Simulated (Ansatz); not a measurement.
`N[SiH]([SeH])Br` + `[F][Ge][Br]` → `N[SiH](F)[SeH]` + `[Br][Ge][Br]`  (redistribution)

Computed with Ansatz on PBE0-D4/def2-TZVP structures; ΔE is electronic, products minus reactants. CBS: MP2 limit from def2 TZ/QZ plus the TZ coupled-cluster correction, frozen cores. DFT in def2-TZVPP. For Br, Ge, Se outer-core shells are correlated without core-valence functions, which leaves a few kJ/mol of doubt a bond. Scalar relativity is left out up to krypton. One conformer a species, not always the lowest.

```csv
species,r2SCAN-D4 energy (Eh)
`N[SiH]([SeH])Br`,-5322.43144
`[F][Ge][Br]`,-4751.06767
`N[SiH](F)[SeH]`,-2848.15417
`[Br][Ge][Br]`,-7225.36779
```

Problem. Work out ΔE.

Solution. ΔE = (-2848.15417) + (-7225.36779) − (-5322.43144) − (-4751.06767) = -0.02285 Eh = -14.3 kcal/mol. CCSD(T)/CBS gives -14.4 kcal/mol.

Largest T1 diagnostic among the species: 0.012.

From PBE to PBE0 (25 % exact exchange), in def2-TZVPP and without D4, ΔE moves by −1.1 kcal/mol. Leaving LDA and LC-ωPBE aside and taking each functional with its dispersion term where it has one, the values, not all of them listed here, spread over 3.7 kcal/mol, from BHLYP-D4 to revPBE-D4. In def2-TZVPP, CCSD(T) changes the Hartree–Fock value by +2.6 kcal/mol (the triples alone add +0.4 kcal/mol) and MP2 by +3.2 kcal/mol.
